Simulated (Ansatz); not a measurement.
Reaction: CH4Si (SMILES C=[SiH2]) → CH3Si (SMILES C=[SiH], doublet) + H (doublet) (the H-Si bond breaks)
Each species at its own B3LYP-D3(BJ)/def2-TZVP minimum (Ansatz, a first-principles code).

Wanted: bond dissociation energy (electronic), in kcal/mol. Radicals and triplets start from unrestricted determinants; spin-orbit coupling is neglected. CBS(X,Y): correlation extrapolated as X^-3, Hartree-Fock from the larger set. A bracket is a step between two methods taken in the basis named. The functionals are non-relativistic, so their misses hold any scalar relativity. 'core' is core correlation in cc-pwCVTZ (1s frozen past Ne), 'X2C' scalar relativity in cc-pVTZ-DK, both at CCSD(T). For partners of very few electrons the exact lower level stands in for a higher one. The restricted determinant of CH4Si (C=[SiH2], singlet) is unstable towards broken spin symmetry in at least one set run. The UHF reference of CH3Si (C=[SiH], doublet) is spin-contaminated (<S^2> up to 0.44 over the pure value in the sets run).

CCSD(T)/CBS(cc-pV(T+d)Z,cc-pV(Q+d)Z) + [CCSDT(Q) - CCSD(T)]/cc-pV(T+d)Z + core + X2C (Ansatz) gives 95.5 kcal/mol.

How far off this value is PBE/def2-TZVPD (Ansatz), in which direction, and which of these levels come nearer: r2SCAN/def2-TZVPD, B3LYP/def2-TZVPD, PBE0/def2-TZVPD, wB97M-V/def2-TZVPD, CCSD(T)/CBS(cc-pV(T+d)Z,cc-pV(Q+d)Z) + core + X2C?

PBE gives 90.1 kcal/mol, 5.4 kcal/mol below it. Differences of the others: r2SCAN/def2-TZVPD (Ansatz) -4.5; B3LYP/def2-TZVPD (Ansatz) -1.3; PBE0/def2-TZVPD (Ansatz) -4.5; wB97M-V/def2-TZVPD (Ansatz) 0.7; CCSD(T)/CBS(cc-pV(T+d)Z,cc-pV(Q+d)Z) + core + X2C (Ansatz) 1.0 kcal/mol. Nearer than PBE: r2SCAN/def2-TZVPD, B3LYP/def2-TZVPD, PBE0/def2-TZVPD, wB97M-V/def2-TZVPD, CCSD(T)/CBS(cc-pV(T+d)Z,cc-pV(Q+d)Z) + core + X2C.
